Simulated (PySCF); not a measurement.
LDA on La (lanthanum, neutral), [Xe] 4f1 5d1 6s1, one real determinant (an excited configuration). All numbers are calculated (PySCF 2.14, scalar relativity by spin-free X2C-1e, in cc-pVDZ-X2C).

```
cycle= 1 E= -8485.20887971386  delta_E= -0.0179  |g|= 0.0735  |ddm|= 0.783
cycle= 2 E= -8485.20766329636  delta_E= 0.00122  |g|= 0.085  |ddm|= 0.194
cycle= 3 E= -8485.20970458744  delta_E= -0.00204  |g|= 0.0252  |ddm|= 0.147
cycle= 4 E= -8485.2100009107  delta_E= -0.000296  |g|= 0.000992  |ddm|= 0.0476
cycle= 5 E= -8485.21000159132  delta_E= -6.81e-07  |g|= 0.000123  |ddm|= 0.0027
cycle= 6 E= -8485.21000159857  delta_E= -7.25e-09  |g|= 6.96e-06  |ddm|= 0.000329
cycle= 7 E= -8485.2100015986  delta_E= -2.91e-11  |g|= 8.09e-07  |ddm|= 2.98e-05
converged SCF energy = -8485.2100015986  <S^2> = 3.7503513  2S+1 = 4.0001756
```

Highest occupied orbital energy: 1.126 eV; ⟨L²⟩ = 18.00; populations by l: s 11.00, p 24.00, d 21.00, f 1.00.

Question: Can this result be used?

Answer: Not for this state. The run converged. ⟨L²⟩ = 18.00 against 30 for a pure H term, so this real determinant mixes terms. Spin-orbit coupling, absent here, splits the open shell strongly. At LDA the highest occupied level has a positive energy, so only the finite basis holds that electron; for this excited configuration the basis is too tight for the outer shell.
